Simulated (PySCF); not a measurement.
A structure optimised at PBE0-D3(BJ)/def2-SVP, used in a PySCF frequency run:

```xyz
6

C      0.0000     0.0000     1.3819
C      0.0000     0.0000     0.0582
F      0.0000     1.0734    -0.6934
F      0.0000    -1.0734    -0.6934
H      0.0000    -0.9458     1.9200
H      0.0000     0.9458     1.9200
```

Question: Write its SMILES, formula and point group.

Answer: C=C(F)F, C2H2F2, C2v

Question: What are its rotational constants (standard atomic weights)?

Answer: 11.087, 10.472, 5.3855 GHz
